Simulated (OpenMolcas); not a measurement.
**Mo3+ in a ligand field**

Mo3+ with 6 ligands (chloride) in octahedral coordination (Oh) at 2.45 Å. A charge of +0.5 e stands 2.6 Å behind each ligand. Ligand basis ANO-RCC-VDZP.
```
Mo    0.0000    0.0000    0.0000
Cl    2.4500    0.0000    0.0000
Cl    0.0000    2.4500    0.0000
Cl   -2.4500    0.0000    0.0000
Cl    0.0000   -2.4500    0.0000
Cl    0.0000    0.0000    2.4500
Cl    0.0000    0.0000   -2.4500
```

```
Program             : OpenMolcas 26.06
Method              : SS-CASPT2, IPEA 0.25 Eh, imaginary shift 0.1 Eh (closed shells correlated: 4s 4p and the ligand valence shells)
Basis               : ANO-RCC-VTZP [7s6p4d2f1g]
Scalar Hamiltonian  : DKH2, point nucleus
Active space        : 3 electrons in 5 orbitals (4d)
State averaging     : 2S+1 = 4 even, 10 roots; 2S+1 = 2 even, 40 roots
Spin-orbit coupling : state interaction with AMFI integrals over the reference wave functions
```

The lowest spin-free states (labels of O, the rotations of Oh), above the lowest:

```tsv
State	Degeneracy	E (cm-1)
4A2	1	0
2E	2	9290
2T1	3	9480
2T2	3	15220
4T2	3	19200
4T1	3	24150
2A1	1	25780
2S+1 = 2	3	27380
2S+1 = 2	3	27870
2E	2	28850
2T1	3	30730
2T2	3	34250
2A2	1	34970
4T1	3	40040
2E	2	43030
2S+1 = 2	3	46650
2S+1 = 2	3	47440
2T1	3	50480
2T2	3	60240
2E	2	69130
```

The lowest levels with spin-orbit coupling:

```
E (cm-1)  Degeneracy  Label      2S+1               g
       0           4     Γ8         4                
    9230           4     Γ8         2                
    9390           4     Γ8         2                
    9610           2                2  0.53 0.53 0.53
   15240           4     Γ8         2                
   15480           2                2  1.85 1.85 1.85
   18970           2                4  2.84 2.84 2.84
   19150           4     Γ8         4                
   19390           4     Γ8         4                
   19450           2                4  2.46 2.46 2.46
   24100           2         4 (89 %)  3.27 3.27 3.27
   24210           2                4  1.80 1.80 1.80
   24240           4     Γ8         4                
   24320           4     Γ8         4                
   26050           2         2 (89 %)  2.50 2.50 2.50
   27350           2                2  0.12 0.12 0.12
   27420           4     Γ8         2                
   27570           2                2  0.90 0.90 0.90
   28140           4     Γ8         2                
   29030           4     Γ8         2
```

Powder χT (cm3 K/mol): 1.74 at 2 K, 1.74 at 10 K, 1.74 at 50 K, 1.75 at 100 K, 1.75 at 200 K, 1.76 at 300 K. The effective moment at 300 K is 2.828 √(χT) = 3.75 μB.

The lowest level has 2S+1 = 4, for which the spin-only value is χT = S(S+1) / 2 = 1.875 cm3 K/mol (g = 2). The computed 1.758 at 300 K differs by -0.117, through orbital momentum, spin-orbit coupling and any other state in reach.

A least-squares ligand-field fit to the states below 45000 cm-1, each weighted by its degeneracy and with a free common offset, gives 10Dq = 18666 cm-1, B = 475 cm-1 and C = 1779 cm-1 (C/B = 3.74), with an rms deviation of 469 cm-1.

The same method and metal basis give the free ion B = 671 cm-1 (fit to its terms below 60000 cm-1, rms deviation 271 cm-1), so the nephelauxetic ratio is β = 475 / 671 = 0.71; it hangs on how both fits weigh the states, and computed free-ion B values tend to be too large, so β mixes covalency with correlation.

Roots that are degenerate in the reference are averaged as groups; the widest CASPT2 spread within a group is 190 cm-1 (the 3-fold group of multiplicity 2 near 27900 cm-1 above the lowest state of its run). Shifts and gaps below about the spread of the groups concerned are not significant. Over all roots computed the reference weight is 0.65 to 0.66; a low but even weight reflects the number of correlated electrons. The least metal-like active orbital is 79 % on the metal (Löwdin) and no ligand orbital is active, so the numbers are rough. Ligand-to-metal charge-transfer states are missing. With no ligand orbital active B as a rule stays too high, so bands that hang on it stand too high and its fall with covalency is understated. With one d shell and no ligand orbital active, 10Dq can be off by a tenth or more. No measured value stands beside these numbers; the geometry is a model, was not optimised and need not be the one that this ion takes.
